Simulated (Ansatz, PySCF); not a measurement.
This PySCF input computes a r2SCAN/def2-TZVPD energy:

```python
from pyscf import gto, scf, dft

mol = gto.M(
    atom='''
    C    -2.03777160   -0.16937816    0.02863602
    C    -0.80155869    0.24959402   -0.78959506
    C     0.41194753   -0.59836031   -0.56218718
    C     1.40738607   -0.23961307    0.32359163
    O     1.50773531    0.79975492    1.04096261
    H    -2.32798233   -1.19876945   -0.20612753
    H    -2.90571636    0.47960169   -0.16174131
    H    -1.80316366   -0.12924215    1.09445665
    H    -0.54746423    1.27900230   -0.51459585
    H    -1.08846548    0.26583824   -1.85317233
    H     0.49335769   -1.55348122   -1.07510310
    H     2.23753221   -0.99444365    0.38591000
    ''',
    basis='def2-tzvpd',
    charge=-1,
    spin=0,
    verbose=4,
)

mf = dft.RKS(mol, xc='r2scan').density_fit(auxbasis='def2-universal-jkfit')
mf.grids.level = 4
mf.conv_tol = 1e-9
mf.max_cycle = 100
mf.max_memory = 1500
mf.kernel()
if not mf.converged:
    mf = mf.newton()
    mf.kernel(mf.make_rdm1())
mf.analyze()
```

Task: Write an input for the same energy in Ansatz (a quantum-chemistry and plane-wave program) and say what it gives.

Result: 
Ansatz 0.2 input:
```yaml
crystal:
  periodic: [false, false, false]
  atoms:
    - {symbol: C, position_ang: [-2.03777160, -0.16937816, 0.02863602]}
    - {symbol: C, position_ang: [-0.80155869, 0.24959402, -0.78959506]}
    - {symbol: C, position_ang: [0.41194753, -0.59836031, -0.56218718]}
    - {symbol: C, position_ang: [1.40738607, -0.23961307, 0.32359163]}
    - {symbol: O, position_ang: [1.50773531, 0.79975492, 1.04096261]}
    - {symbol: H, position_ang: [-2.32798233, -1.19876945, -0.20612753]}
    - {symbol: H, position_ang: [-2.90571636, 0.47960169, -0.16174131]}
    - {symbol: H, position_ang: [-1.80316366, -0.12924215, 1.09445665]}
    - {symbol: H, position_ang: [-0.54746423, 1.27900230, -0.51459585]}
    - {symbol: H, position_ang: [-1.08846548, 0.26583824, -1.85317233]}
    - {symbol: H, position_ang: [0.49335769, -1.55348122, -1.07510310]}
    - {symbol: H, position_ang: [2.23753221, -0.99444365, 0.38591000]}
basis:
  gaussian:
    orbitals: def2-TZVPD
hamiltonian:
  xc: {name: r2SCAN}
total_charge: -1
output: {forces: true}
```
It gives -231.81920 Eh, and PySCF -231.81929 Eh, a difference of 0.09 mEh, from the treatment of integrals and grids.

It need not be the lowest isomer of its formula. Whether it binds its extra electron was not tested at this geometry.
